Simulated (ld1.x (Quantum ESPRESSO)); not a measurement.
**u(r) = r·R(r): atom against pseudo-atom (lead (Pb))**

Columns: radius, all-electron u(r) and pseudo u(r) of the 6p shell (level -3.50 eV) of lead in the configuration [Xe] 4f14 5d10 6s2 6p2; PBE, scalar-relativistic, TM semilocal scheme, ld1.x (Quantum ESPRESSO) 7.5.

```
r (bohr)  all-electron  pseudo
   0.148       -0.0991  0.0032
   0.295        0.1556  0.0127
   0.443        0.0454  0.0288
   0.590       -0.1615  0.0512
   0.738       -0.2558  0.0803
   0.885       -0.2296  0.1158
   1.033       -0.1307  0.1580
   1.180       -0.0037  0.2058
   1.328        0.1257  0.2590
   1.475        0.2420  0.3152
   1.623        0.3413  0.3730
   1.770        0.4209  0.4286
   1.918        0.4831  0.4797
   2.065        0.5290  0.5228
   2.213        0.5614  0.5564
   2.360        0.5820  0.5793
   2.508        0.5932  0.5922
   2.655        0.5964  0.5962
   2.802        0.5934  0.5934
   2.950        0.5853  0.5853
   3.098        0.5733  0.5733
   3.245        0.5582  0.5582
   3.393        0.5408  0.5408
   3.540        0.5218  0.5218
   3.688        0.5015  0.5015
   3.835        0.4806  0.4806
```

**Question.** How many radial nodes do the two functions have?

**Answer.** The all-electron 6p function has n − l − 1 = 4 (the table is too coarse to show those close to the nucleus); the pseudo-wave has 0, since the states of the same l below it are removed with the core.

**Question.** At about which radius was the pseudo-wave matched?

**Answer.** 2.95 bohr. The columns agree to 0.0005 from 2.65 bohr on; several derivatives are matched, so the curves merge somewhat inside the radius.

**Question.** Where does each function peak?

**Answer.** Outermost all-electron maximum near 2.65 bohr, pseudo maximum near 2.65 bohr (to the table’s step).

**Question.** Is the pseudo-wave norm-conserving?

**Answer.** Yes: the TM semilocal scheme keeps the norm inside the radius equal to the all-electron one, which fixes the energy derivative of the logarithmic derivative at the level.
